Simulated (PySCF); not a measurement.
PySCF 2.14 output of an unrestricted TPSS calculation on a single atom or ion in aug-cc-pVTZ with one added diffuse shell each of s, p, d, f type (6s5p4d3f, 62 functions), with no relativity, point nucleus:

```
SCF conv_tol = 1e-09
number electrons alpha = 6  beta = 3
    J. Tao, J. P. Perdew, V. N. Staroverov, and G. E. Scuseria.,  Phys. Rev. Lett. 91, 146401 (2003)
    J. P. Perdew, J. Tao, V. N. Staroverov, and G. E. Scuseria.,  J. Chem. Phys. 120, 6898 (2004)
    J. Tao, J. P. Perdew, V. N. Staroverov, and G. E. Scuseria.,  Phys. Rev. Lett. 91, 146401 (2003)
    J. P. Perdew, J. Tao, V. N. Staroverov, and G. E. Scuseria.,  J. Chem. Phys. 120, 6898 (2004)
cycle= 1 E= -126.884241213359  delta_E= -0.00513  |g|= 0.0103  |ddm|= 0.135
cycle= 2 E= -126.88426195614  delta_E= -2.07e-05  |g|= 0.00104  |ddm|= 0.00644
cycle= 3 E= -126.884262146251  delta_E= -1.9e-07  |g|= 0.000411  |ddm|= 0.00133
cycle= 4 E= -126.884262177598  delta_E= -3.13e-08  |g|= 3.59e-05  |ddm|= 0.00048
cycle= 5 E= -126.884262177815  delta_E= -2.17e-10  |g|= 1.37e-06  |ddm|= 3.89e-05
converged SCF energy = -126.884262177815  <S^2> = 3.751708  2S+1 = 4.0008539
```

The run itself started from symmetry-adapted Hartree-Fock orbitals and held the occupation by maximum overlap, on a logarithmic radial grid, so the iterations belong to that start.

Problem. Which element, charge and spin multiplicity is this?

Solution. Ne⁺ (neon, charge +1), multiplicity 4; the state was [He] 2s2 2p4 3d1, one real determinant (an excited configuration).

⟨L²⟩ = 8.00 against 12 for a pure F term, so this real determinant mixes terms. The outer electron is Rydberg-like, and this basis confines it to a smaller radius and binds it less than a complete one would.
